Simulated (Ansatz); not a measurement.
Basis sets compared for [Al(H2O)6]3+ (AlO₆H₁₂³⁺). Charge 3, multiplicity 1. Geometry B3LYP-D4/def2-SVP. Ansatz on 4 threads of Intel Xeon Platinum 8259CL on a shared host; times are rough, and most runs start from earlier orbitals.

```xyz
19

Al    0.000    0.001    0.001
O    -1.079    1.570   -0.324
H    -1.451    2.177    0.349
H    -1.361    1.914   -1.198
O     1.082   -1.570    0.314
H     1.455   -2.166   -0.368
H     1.365   -1.925    1.183
O    -1.598   -1.081    0.094
H    -2.523   -0.769    0.002
H    -1.642   -2.049    0.244
O     1.599    1.082   -0.084
H     1.646    2.047   -0.249
H     2.522    0.772    0.031
O    -0.108    0.315    1.904
H    -0.787   -0.036    2.518
H     0.505    0.856    2.445
O     0.104   -0.315   -1.903
H     0.787    0.027   -2.518
H    -0.516   -0.850   -2.442
```

```json
{"level": "HF/STO-3G", "functions": "51", "energy (Eh)": "-688.4650", "HOMO (eV)": "-27.33", "LUMO (eV)": "-5.33", "wall time": "0.61 s"}
{"level": "HF/6-31G", "functions": "91", "energy (Eh)": "-697.0886", "HOMO (eV)": "-29.06", "LUMO (eV)": "-9.13", "wall time": "1.3 s"}
{"level": "PBE-D4/def2-SVP", "functions": "162", "energy (Eh)": "-699.0421", "HOMO (eV)": "-22.15", "LUMO (eV)": "-13.67", "wall time": "3.5 s"}
{"level": "PBE0-D4/def2-SVP", "functions": "162", "energy (Eh)": "-699.0849", "HOMO (eV)": "-24.13", "LUMO (eV)": "-12.64", "wall time": "4.8 s"}
```

Problem. Estimate the rows for PBE-D4/def2-TZVP, PBE0-D4/def2-TZVP (with forces).

Solution. 
```json
{"level": "PBE-D4/def2-TZVP", "functions": "295", "energy (Eh)": "-699.6731", "HOMO (eV)": "-22.29", "LUMO (eV)": "-13.97", "wall time": "6 s"}
{"level": "PBE0-D4/def2-TZVP (with forces)", "functions": "295", "energy (Eh)": "-699.7089", "HOMO (eV)": "-24.20", "LUMO (eV)": "-12.96", "wall time": "15 s"}
```
